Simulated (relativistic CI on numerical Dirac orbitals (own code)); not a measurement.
L2,3 absorption of cobalt in several valence states

Computed multiplet spectra 2p⁶3dⁿ → 2p⁵3dⁿ⁺¹ (Dirac-Coulomb-Breit ions, Slater integrals scaled by 0.8, an assumed crystal field that grows with the charge, no charge transfer; 300 K; Lorentzian 0.4 eV and Gaussian 0.3 eV FWHM at both edges, so that L2 comes out sharper than in experiment). Peaks over 5 % are given in eV from the highest peak in the L3 region of each spectrum (height, largest 100). S of the lowest state is read from ⟨S²⟩, and the branching ratio is the share of L3, cut at the minimum between the edges.

Field parameters in Wybourne normalisation: Oh B⁴₀ = 21Dq, B⁴₄ = √(5/14) B⁴₀. The field is a parameter set, without covalency.

- Co²⁺ (d7, Oh, 10Dq = 11800 cm⁻¹): S = 1.50, high spin, branching ratio 0.81; peaks -3.4 (60), -1.8 (85), -1.3 (90), 0.0 (100), 1.2 (21), 2.4 (11), 12.5 (6), 13.5 (26), 14.3 (27), 16.1 (7)
- Co³⁺ (d6, Oh, 10Dq = 15250 cm⁻¹): S = 2.00, high spin, branching ratio 0.78; peaks -2.6 (24), -1.7 (26), 0.0 (100), 1.6 (46), 3.3 (16), 5.0 (8), 13.4 (10), 15.1 (30), 18.8 (7)
- Co⁴⁺ (d5, Oh, 10Dq = 18700 cm⁻¹): S = 2.50, high spin, branching ratio 0.77; peaks -2.5 (34), 0.0 (100), 1.7 (26), 4.3 (8), 5.6 (6), 13.1 (15), 14.2 (6), 15.6 (20), 17.3 (15)
- Co⁵⁺ (d4, Oh, 10Dq = 22150 cm⁻¹): S = 1.98, high spin, branching ratio 0.67; peaks -2.8 (55), 0.0 (100), 1.8 (62), 3.6 (24), 10.0 (16), 11.8 (45), 12.9 (20), 14.6 (25), 16.1 (34), 17.5 (13)

The centroid of the whole edge, which also moves with the branching ratio, lies at 783.9 (Co²⁺), 787.1 (Co³⁺), 791.2 (Co⁴⁺), 796.2 (Co⁵⁺) eV in this ionic model, in steps of 3.2 to 5.0 eV. Compounds show about 1 to 2 eV a unit and lower energies for the high valences, since ligands screen the charge. The multiplet shape follows the d count and the spin state, and so serves as a fingerprint of valence. Real compounds of Co³⁺, Co⁴⁺, Co⁵⁺ are mostly low spin, since covalency shrinks the Slater integrals more than this scale does.
